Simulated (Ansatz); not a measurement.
Basis-set extrapolation for C$_{8}$H$_{10}$O (`Cc1cc(C)cc(O)c1`) (PBE0-D4/def2-TZVP geometry, frozen core, Ansatz 0.2.0). Multiplicity 1, RHF reference.

```tsv
	def2-TZVPP	def2-QZVPP
HF	-383.782567	-383.799128
MP2 correlation	-1.532600	-1.633283
CCSD(T) correlation	-1.648869	not run
```

Energies in hartree. Use E(X) = E(∞) + A·exp(−7.88·√X) for Hartree–Fock and E(X) = E(∞) + B·X^(−2.97) for correlation, with X = 3 and 4, and add CCSD(T) minus MP2 of the smaller set to the MP2 limit.

Task: What is the CCSD(T) energy at the basis-set limit?

Result: HF limit: -383.799128 + (-0.016561) × 0.13774 = -383.80141. MP2 limit: -1.633283 + (-0.100683) × 0.74074 = -1.70786. Higher-order term: -1.648869 − (-1.532600) = -0.11627. Total: -385.62554 hartree, 5.28 eV below CCSD(T)/def2-TZVPP.
